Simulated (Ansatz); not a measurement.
Geometry optimisation, Ansatz 0.2.0, UKS PBE-D4/def2-SVP.

input.yaml

```yaml
crystal:
  periodic: [false, false, false]
  atoms:
    - { symbol: S, position_ang: [-1.3277, 0.4716, 0.1457] }
    - { symbol: B, position_ang: [0.4305, 0.0349, 0.3136] }
    - { symbol: Br, position_ang: [0.9137, -1.8858, 0.4704] }
    - { symbol: H, position_ang: [-1.237, 0.4391, -1.2727] }
    - { symbol: H, position_ang: [-1.76702, 0.94515, 1.36519] }
magnetization:
  spin_polarized: true
basis:
  gaussian: { orbitals: def2-SVP }
hamiltonian:
  xc: pbe
  dispersion: d4
relax:
  f_tol: 0.02
  max_steps: 50
output:
  orbitals: {}
```

Command:

```bash
$ ansatz run input.yaml --threads 2 --pin off --max-ram 3072MiB --backend cpu --events-out ev --progress --plain --runs-dir out
```

Where does it end, and by what steps?

The run converged. After 13 steps the energy has fallen by 5.773 eV; H4 moved furthest, 1.10 Å. Parted: S1–H4. Joined: B2–H4.

```
step  energy less start (eV)  largest force component (eV/Å)  accepted
   0                  0.0000                           2.529       yes
   1                 -0.4626                           0.917       yes
   2                 -0.6293                           0.824       yes
   3                 -0.7887                           1.259       yes
   4                 -1.4355                           3.513       yes
   5                 -3.3488                           3.712       yes
   6                 -4.6610                           2.044       yes
   7                 -5.2859                           0.925       yes
   8                 -5.5698                           0.550       yes
   9                 -5.7215                           0.798       yes
  10                 -5.7655                           0.264       yes
  11                 -5.7720                           0.117       yes
  12                 -5.7732                           0.032       yes
  13                 -5.7733                           0.002       yes
```

```xyz
5
Properties=species:S:1:pos:R:3
S -1.620 0.941 0.436
B -0.400 -0.126 -0.311
Br 0.737 -1.314 0.674
H -0.298 -0.086 -1.516
H -1.406 0.590 1.738
```

Time of the run: 27 s on 2 threads of Arm Neoverse V1 (shared host), peak memory 0.17 GiB.
